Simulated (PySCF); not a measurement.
F2H5NOSi2, SMILES F[SiH](F)O[SiH2]N. Atoms are numbered in the order given.

```xyz
11

Si     1.0963    -0.7306     0.3137
F      2.3806    -0.4744    -0.6220
F      0.1678    -1.7910    -0.4781
O      0.2620     0.6457     0.5245
Si    -1.1421     1.3861    -0.0548
N     -2.5648     0.4457     0.1051
H      1.5400    -1.3168     1.5855
H     -0.9270     1.6530    -1.5014
H     -1.2931     2.6173     0.7578
H     -3.0237     0.3260     1.0024
H     -2.7326    -0.3520    -0.5006
```

The structure is a stationary point at r2SCAN-D4/def2-SVP. This is a generated structure with no PubChem entry under its InChIKey; it may be hypothetical. One conformer was computed; it need not be the lowest.

These are TDDFT-PBE/def2-SVPD in PySCF 2.14.0 values and carry that method's errors.

Vertical excitations. Isolated molecule, no solvent.

Computed excitation energies, oscillator strengths and character:
```
state  energy (eV)  λ (nm)      f                          main pairs
-----  -----------  ------  -----  ----------------------------------
S1            6.21     200  0.046                      HOMO→LUMO 97 %
S2            6.72     185  0.032  HOMO→LUMO+1 72 %, HOMO→LUMO+2 26 %
S3            6.95     178  0.008                    HOMO→LUMO+3 96 %
S4            6.98     178  0.020  HOMO→LUMO+2 71 %, HOMO→LUMO+1 23 %
S5            7.28     170  0.005                    HOMO−1→LUMO 99 %
S6            7.35     169  0.004                    HOMO→LUMO+4 98 %
S7            7.57     164  0.021                    HOMO→LUMO+5 96 %
S8            7.69     161  0.003                    HOMO→LUMO+6 98 %
S9            7.78     159  0.007                  HOMO−1→LUMO+1 95 %
S10           7.87     158  0.001                    HOMO→LUMO+7 97 %
T1            5.89     210      0                      HOMO→LUMO 99 %
T2            6.33     196      0                    HOMO→LUMO+1 97 %
T3            6.77     183      0                    HOMO→LUMO+2 96 %
T4            6.89     180      0                    HOMO→LUMO+3 98 %
```
Triplets are in the Tamm–Dancoff approximation, which puts them higher than full response would, so one can lie above its singlet here.
